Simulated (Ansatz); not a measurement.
Cartesian coordinates in Å:
```
C -2.405 -1.108 1.163
C -1.380 -0.087 0.670
C -2.100 0.987 -0.136
C -0.667 0.523 1.866
S -0.291 -1.121 -0.393
C 1.288 -0.266 -0.794
C 1.104 1.164 -1.275
C 1.828 -1.117 -1.943
C 2.272 -0.324 0.368
H -3.168 -0.597 1.759
H -2.904 -1.602 0.327
H -1.934 -1.873 1.782
H -2.621 0.545 -0.987
H -2.840 1.490 0.497
H -1.415 1.745 -0.514
H -1.405 0.988 2.528
H -0.129 -0.237 2.435
H 0.039 1.300 1.570
H 0.772 1.827 -0.474
H 0.383 1.217 -2.092
H 2.063 1.548 -1.639
H 2.818 -0.752 -2.232
H 1.927 -2.164 -1.647
H 1.171 -1.068 -2.813
H 3.244 0.068 0.049
H 1.938 0.268 1.219
H 2.411 -1.353 0.704
```

Total charge 0; spin multiplicity 1.

List the B3LYP/def2-TZVPP orbital energies in eV (the Gaussian-basis code of Ansatz). (An estimate is asked.)

The calculation gave: Occupied: -2417.12, -277.80, -277.80, -276.61, -276.61, -276.56, -276.56, -276.47, -276.47, -215.12, -159.70, -159.60, -159.44, -23.02, -22.25, -19.06, -18.98, -18.76, -18.73, -18.59, -15.28, -14.27, -12.85, -12.46, -12.28, -12.12, -11.85, -11.64, -10.98, -10.81, -10.67, -10.47, -10.10, -10.07, -9.59, -9.43, -9.29, -9.22, -8.38, -7.75, -5.91. Lowest empty: 0.67, 1.10, 1.25, 1.51, 2.01, 2.10, 2.33, 2.47.

B3LYP here is the variant with VWN-RPA as its local correlation; programs differ in this.
